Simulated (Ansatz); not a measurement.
Reaction (ligand exchange at the Si–O bond): `N[SiH2]O[Si](N)(F)F` + `[AlH2][SH]` → `N[SiH2][S][AlH2]` + `N[Si](O)(F)F`

Isolated molecules relaxed with PBE0-D4/def2-TZVP in Ansatz; ΔE leaves out vibrations. CCSD(T)/CBS adds triple-zeta CCSD(T) − MP2 to the extrapolated MP2 energy (def2 sets, frozen cores). This one scheme is used for every species. DFT in def2-TZVPP. Each species was taken in one conformer, which may not be the lowest.

`N[SiH2]O[Si](N)(F)F`:

```xyz
13

N    -0.307    1.038    1.572
Si    1.164    0.975    0.687
O     1.081   -0.080   -0.564
Si    0.099   -1.045   -1.395
N    -1.432   -1.016   -0.713
F     0.087   -0.603   -2.916
F     0.723   -2.500   -1.444
H    -0.893    1.855    1.526
H    -0.391    0.576    2.463
H     1.430    2.318    0.123
H     2.252    0.501    1.572
H    -1.587   -0.482    0.127
H    -2.226   -1.537   -1.036
```

`[AlH2][SH]`:

Z-matrix (Å, degrees):
```
Al
S 1 2.181
H 1 1.579 2 116.5
H 1 1.581 2 118.9 3 -180.0
H 2 1.344 1 93.7 3 180.0
```

`N[SiH2][S][AlH2]`:

```xyz
10

N     1.567   -0.735   -0.256
Si    0.540    0.361   -1.072
S    -1.586    0.006   -0.943
Al   -1.791    0.198    1.211
H     1.706   -0.642    0.738
H     1.631   -1.696   -0.549
H     0.832    1.708   -0.526
H     0.821    0.281   -2.524
H    -3.220   -0.010    1.850
H    -0.501    0.529    2.072
```

`N[Si](O)(F)F`:

```xyz
8

N     0.163   -0.429    1.106
Si    0.125   -0.065   -0.539
O    -0.566    1.368   -0.838
F     1.535    0.033   -1.247
F    -0.628   -1.270   -1.240
H     0.560    0.212    1.773
H     0.229   -1.384    1.417
H    -1.418    1.536   -0.432
```

```
        level  ΔE (kJ/mol)
       PBE-D4         40.7
      PBE0-D4         45.2
      ωB97M-V         55.3
MP2/CBS(def2)         49.5
```

What does CCSD(T)/CBS give? (Best estimate.)

The calculation gave: +54.3 kJ/mol. The listed levels differ from it by -13.6, -9.1, 1.0, -4.8 kJ/mol.

Largest T1 diagnostic among the species: 0.011.

In def2-TZVPP, CCSD(T) changes the Hartree–Fock value by −16.1 kJ/mol (the triples alone add −3.7 kJ/mol) and MP2 by −20.9 kJ/mol. From PBE to PBE0 (25 % exact exchange), in def2-TZVPP and without D4, ΔE moves by +4.5 kJ/mol.
